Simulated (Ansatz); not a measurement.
`CB(C)C=O`, charge 0, multiplicity 1.

Task: Give a relaxed structure at PBE0-D4/def2-TZVP (the Gaussian-basis code of Ansatz). (An estimate is asked.)

Result: The calculation gave: 
Z-matrix (Å, degrees):
```
C
B 1 1.559
H 1 1.094 2 112.5
H 1 1.100 2 107.3 3 -115.5
H 1 1.092 2 114.2 3 126.0
C 2 1.559 1 124.2 3 -139.6
C 2 1.584 1 118.2 3 37.9
H 6 1.093 2 114.5 1 -146.6
H 6 1.092 2 114.1 1 -18.7
H 6 1.101 2 105.1 1 98.1
O 7 1.213 2 120.4 1 -86.1
H 7 1.121 2 120.8 1 95.1
```
This is one stationary point; other conformers may exist.
